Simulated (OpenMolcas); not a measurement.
# GeSiH5 (SMILES [SiH2][GeH3]): the vertical energy of the quartet above the doublet from total energies

GeSiH5: 7 atoms, total charge 0, spin state doublet. As SMILES, `[SiH2][GeH3]`. The coordinates come from a PBE0-D4/def2-TZVP relaxation.

Both states at this one shape; open shells run unrestricted unless said. 1 Eh = 27.2114 eV.

| level | program | doublet GeSiH5 (Eh) | quartet GeSiH5 (Eh) |
| --- | --- | --- | --- |
| USVWN5/aug-cc-pVDZ | OpenMolcas | -2365.045110 | -2364.816372 |
| U-revPBE/aug-cc-pVDZ | OpenMolcas | -2369.189335 | -2368.959890 |
| UBHLYP/aug-cc-pVDZ | OpenMolcas | -2369.385452 | -2369.134039 |

Work out the vertical gap, second state less first, at each level.


1. USVWN5/aug-cc-pVDZ: -2364.816372 − (-2365.045110) = 0.228738 Eh = 6.22 eV.
2. U-revPBE/aug-cc-pVDZ: -2368.959890 − (-2369.189335) = 0.229445 Eh = 6.24 eV.
3. UBHLYP/aug-cc-pVDZ: -2369.134039 − (-2369.385452) = 0.251413 Eh = 6.84 eV.

No measured value is set beside it here; the levels span 6.22 to 6.84 eV. All-electron rows are non-relativistic unless named.
